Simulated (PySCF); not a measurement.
Compound: C6H9O2P.
Structure used (PBE0-D3(BJ)/def2-SVP), in Å, numbered top down from 1:
```
atom  x, y, z in Å
C1     2.749   -0.346    1.133
C2     1.921   -0.276    0.248
P3     0.760   -0.191   -1.102
O4     1.366   -0.374   -2.452
C5    -0.100    1.383   -0.798
C6    -0.897    1.366    0.506
O7    -1.825    0.318    0.559
C8    -1.250   -0.955    0.666
C9    -0.522   -1.384   -0.608
H10    3.488   -0.409    1.914
H11    0.639    2.199   -0.812
H12   -0.771    1.523   -1.662
H13   -1.472    2.299    0.603
H14   -0.203    1.314    1.369
H15   -2.073   -1.654    0.878
H16   -0.552   -0.994    1.527
H17   -1.223   -1.430   -1.458
H18   -0.061   -2.378   -0.498
```

Level: PBE0/pcSseg-1 and B3LYP/def2-SVPD in PySCF, non-relativistic, on one gas-phase PBE0-D3(BJ)/def2-SVP geometry that isn't relaxed in the solvent. The solvent is an IEF-PCM continuum (cavity from Bondi-type radii × 1.2). Only the electrostatic response of the medium enters.

Gas phase at PBE0/pcSseg-1: HOMO -7.72 eV, LUMO -0.47 eV, dipole 4.05 D.

Problem. What does the continuum do to the energy, the frontier levels and the dipole at PBE0/pcSseg-1 in chloroform?

Solution. 
```
   solvent      ε  E(solvent) − E(gas) (kJ/mol)  polarisation term (kJ/mol)  distortion of the solute (kJ/mol)  HOMO (eV)  LUMO (eV)  dipole (D)
chloroform  4.711                        -37.07                      -41.45                               4.38      -7.82      -0.40        4.90
```

The first energy column is the sum of the next two and covers electrostatics alone.

Problem. Which radius a makes the point-dipole formula ΔE = −[(ε − 1)/(2ε + 1)]·μ²/a³ give the value in chloroform, with the gas-phase dipole?

Solution. μ = 1.593 au and |ΔE| = 0.01412 Eh give a = 2.12 Å; the farthest nucleus lies 4.00 Å from the centroid of the nuclei, so such a sphere wouldn't even hold the nuclei. The formula assumes a rigid point dipole at the centre of a sphere.

Problem. Give the dipole vector in the frame of the coordinates (D, pointing from negative to positive charge), gas and chloroform.

Solution. Gas (-0.74, 0.37, 3.96), solvent (-0.91, 0.45, 4.79). Its length changes by +21 % and its direction by less than 1°.

Problem. Which ESP-fitted charges (PBE0/pcSseg-1) respond most in chloroform (means over atoms taken as equivalent)?

Solution. 
```csv
atoms,environment,gas (e),solvent (e),change
O4,phosphoryl oxygen,-0.625,-0.696,-0.071
C2,alkyne carbon,-0.089,-0.131,-0.042
C5/C9,sp3 carbon bound to phosphorus,-0.348,-0.318,+0.030
P3,phosphoryl phosphorus,+0.815,+0.845,+0.030
O7,cyclic ether oxygen,-0.431,-0.459,-0.028
H10,alkyne hydrogen,+0.314,+0.332,+0.018
```

Problem. Which Mayer bond orders change most in chloroform?

Solution. 
```csv
bond,length (Å),gas,solvent,change
P3–O4,1.491,1.901,1.842,-0.059
C1–C2,1.214,2.617,2.591,-0.026
P3–C5,1.819,0.950,0.965,+0.015
C9–P3,1.820,0.950,0.965,+0.015
C1–H10,1.076,1.103,1.111,+0.008
O7–C8,1.401,0.937,0.930,-0.007
C6–O7,1.401,0.936,0.930,-0.006
C5–H11,1.101,0.930,0.925,-0.005
```

Gas phase at B3LYP/def2-SVPD: HOMO -7.55 eV, LUMO -0.77 eV, dipole 4.19 D.

Problem. What does the continuum do to the energy, the frontier levels and the dipole at B3LYP/def2-SVPD in chloroform?

Solution. 
```tsv
solvent	ε	E(solvent) − E(gas) (kJ/mol)	polarisation term (kJ/mol)	distortion of the solute (kJ/mol)	HOMO (eV)	LUMO (eV)	dipole (D)
chloroform	4.711	-37.93	-43.20	5.27	-7.65	-0.68	5.17
```

The atom shares or the degeneracy of the HOMO differ from the gas phase in chloroform, so that column needn't follow one orbital.

Problem. How does the static polarisability (B3LYP/def2-SVPD, frozen core, with the continuum's full static response) change?

Solution. 
| medium | isotropic (au) | principal values (au) | ⟨r²⟩ of the electrons (bohr²) |
| --- | --- | --- | --- |
| gas | 96.1 | 88.4, 92.8, 107.2 | 1264.8 |
| chloroform | 119.8 | 109.8, 115.3, 134.3 | 1264.6 |

The isotropic value in chloroform is 1.25 times the gas-phase one; no cavity-field correction is applied. ⟨r²⟩ is taken about the centre of nuclear charge.

Time: 33 s wall; peak memory 1.1 GiB. Hardware: an AMD EPYC 7R43 with one thread, no GPU, shared host. This is the whole shielding run at PBE0/pcSseg-1 in chloroform, SCF included.
